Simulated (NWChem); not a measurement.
A series in which one site is exchanged, each optimised at PBE0/def2-SVP with NWChem, gas phase unless a solvent is named. Some are not confirmed as minima by frequencies. def2 effective core potentials on I; no spin-orbit coupling.

A: [SiH3][MgH] (MgSiH4; site = H)
B: [SiH3][Mg][I] (MgSiH3I; site = I)
C: [Cl][Mg][SiH3] (MgSiH$_{3}$Cl; site = Cl)
D: [F][Mg][SiH3] (MgSiH3F; site = F)

Values for A:

```
Quantity                                       Result
---------------------------------------------  ------
dipole (D), PBE0/def2-SVP                        0.61
orbital gap (eV), PBE0/def2-SVP                  5.84
static polarisability, PBE0/def2-SVPD (bohr³)    68.5
```

Q: How do these values change for the other members?

A: 
```tsv
change from A	B	C	D
dipole (D), PBE0/def2-SVP	+0.59	+0.77	+0.72
orbital gap (eV), PBE0/def2-SVP	+0.30	+0.53	+0.59
static polarisability, PBE0/def2-SVPD (bohr³)	+35.1	+8.3	-8.5
```
